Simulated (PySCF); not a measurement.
Al(OAc)(OH)2, SMILES CC(=O)[O][Al]([OH])[OH], singlet, PBE0/def2-SVP optimised geometry.

```
12

Al     0.44     0.68     0.00
O     -0.42    -0.65    -1.08
C     -0.81    -1.20     0.00
C     -1.70    -2.39     0.00
O     -0.42    -0.65     1.08
H     -1.56    -2.97     0.92
H     -1.51    -3.00    -0.89
H     -2.74    -2.04    -0.04
O     -0.41     2.14     0.00
H      0.00     3.00     0.01
O      2.14     0.68     0.00
H      2.74    -0.07    -0.01
```

Density from PBE0/def2-TZVP run with PySCF 2.14.0 at that geometry.

Minimum of the electron density along straight lines between bonded atoms, close to the bond critical point (lines longer than 1.1 times the sum of covalent radii, or with two minima, are not listed):

```csv
bond,length / Å,ρ at the minimum / e bohr⁻³,∇²ρ there / e bohr⁻⁵,position (fraction from the first atom)
Al1–O2,1.914,0.066,0.37,0.42
O2–C3,1.271,0.374,-0.61,0.66
C3–C4,1.486,0.271,…,0.53
Al1–O5,1.915,0.066,0.37,0.42
C3–O5,1.271,0.374,-0.61,0.34
C4–H6,1.096,0.275,-0.94,0.65
C4–H7,1.097,0.275,-0.94,0.65
C4–H8,1.101,0.269,-0.90,0.65
Al1–O9,1.696,0.111,0.79,0.43
O9–H10,0.957,0.359,-2.44,0.81
Al1–O11,1.696,0.109,0.80,0.43
O11–H12,0.956,0.360,-2.46,0.81
```

**Question.** What belongs in the gaps?

**Answer.** 
- C3–C4, ∇²ρ there / e bohr⁻⁵: -0.75
